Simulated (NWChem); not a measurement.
GeSiH$_{4}$S, singlet; SMILES [SiH3][Ge][SH]

```xyz
7

Ge    -0.8313    -0.1767     0.0000
S      0.9459    -1.5113    -0.0001
H      0.2772    -2.6900     0.0012
Si     0.6110     1.8317     0.0000
H      2.0842     1.5630    -0.0085
H      0.2827     2.6541     1.2107
H      0.2707     2.6645    -1.2003
```
Atoms are numbered in this order, from 1.

Program: NWChem. Low-valent species are run as closed-shell singlets; no triplet was tried in these runs. Coordinates come from a PBE0/def2-SVP optimisation. Ions are spin-unrestricted doublets at the neutral geometry; other ion states weren't tried.

Task: Predict the results for PBE/def2-SVP. Quantities: vertical ionisation energy, ΔSCF (eV); −ε(HOMO) (eV).

Result: 
```
Item                                   Value
-------------------------------------  -----
vertical ionisation energy, ΔSCF (eV)   8.38
−ε(HOMO) (eV)                           5.57
```
